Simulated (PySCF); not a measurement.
Compound: C3H5FSeSi.
Atom-mapped SMILES: `[F:1][C@H:2]1[SiH2:3][CH:4]=[CH:5][Se:6]1` (hydrogens: H7 on C2; H8, H9 on Si3; H10 on C4; H11 on C5)

Method: PySCF, PBE0-D3(BJ)/def2-SVP geometry optimisation, gas phase.

(1) Give the optimised bond lengths and angles.

## Answers

(1) 
```json
{"bond": "F1–C2", "length (Å)": "1.375", "order": "single"}
{"bond": "C2–Si3", "length (Å)": "1.921", "order": "single"}
{"bond": "Si3–C4", "length (Å)": "1.858", "order": "single"}
{"bond": "C4=C5", "length (Å)": "1.342", "order": "double"}
{"bond": "C5–Se6", "length (Å)": "1.901", "order": "single"}
{"bond": "C2–Se6", "length (Å)": "1.958", "order": "single"}
{"bond": "C2–H7", "length (Å)": "1.102", "order": "single"}
{"bond": "Si3–H8", "length (Å)": "1.496", "order": "single"}
{"bond": "Si3–H9", "length (Å)": "1.491", "order": "single"}
{"bond": "C4–H10", "length (Å)": "1.094", "order": "single"}
{"bond": "C5–H11", "length (Å)": "1.096", "order": "single"}
```

Orders are formal, as drawn. A selection of angles:
```json
{"angle": "F1–C2–Si3", "degrees": "110.4"}
{"angle": "F1–C2–Se6", "degrees": "110.7"}
{"angle": "F1–C2–H7", "degrees": "108.5"}
{"angle": "Si3–C2–Se6", "degrees": "106.2"}
{"angle": "Si3–C2–H7", "degrees": "114.6"}
{"angle": "Se6–C2–H7", "degrees": "106.4"}
{"angle": "C2–Si3–C4", "degrees": "99.7"}
{"angle": "C2–Si3–H8", "degrees": "109.9"}
{"angle": "C2–Si3–H9", "degrees": "109.6"}
{"angle": "C4–Si3–H8", "degrees": "112.4"}
{"angle": "C4–Si3–H9", "degrees": "115.4"}
{"angle": "H8–Si3–H9", "degrees": "109.4"}
{"angle": "Si3–C4–C5", "degrees": "113.8"}
{"angle": "Si3–C4–H10", "degrees": "126.7"}
{"angle": "C5–C4–H10", "degrees": "119.5"}
{"angle": "C4–C5–Se6", "degrees": "122.0"}
{"angle": "C4–C5–H11", "degrees": "123.9"}
{"angle": "Se6–C5–H11", "degrees": "114.1"}
{"angle": "C2–Se6–C5", "degrees": "94.3"}
```

Torsions: F1–C2–Si3–C4 101° (anticlinal); C2–Si3–C4–C5 14° (synperiplanar); Si3–C4–C5–Se6 -2° (synperiplanar); C4–C5–Se6–C2 -11° (synperiplanar); F1–C2–Se6–C5 -102° (anticlinal).

Si3 (SiH2 silicon) is distorted tetrahedral (angles from 99.7° to 115.4°). The C–Si distances run from 1.858 Å (Si3–C4, drawn single) to 1.921 Å (C2–Si3, drawn single), a spread of 0.063 Å. The C–Se distances run from 1.901 Å (C5–Se6, drawn single) to 1.958 Å (C2–Se6, drawn single), a spread of 0.057 Å. Se6 (selenium bonded to 2 C) is bent (angle 94.3°). The 5-membered ring C2–Si3–C4–C5–Se6 has internal angles of 94.3° to 122.0°; it is puckered, 0.11 Å rms from its mean plane, widest ring torsion 19°.

Point group: C1 (no symmetry element, even within 0.4 Å). PBE0-D3(BJ)/def2-SVP frequencies: not computed here. The numbers are those of one conformer.
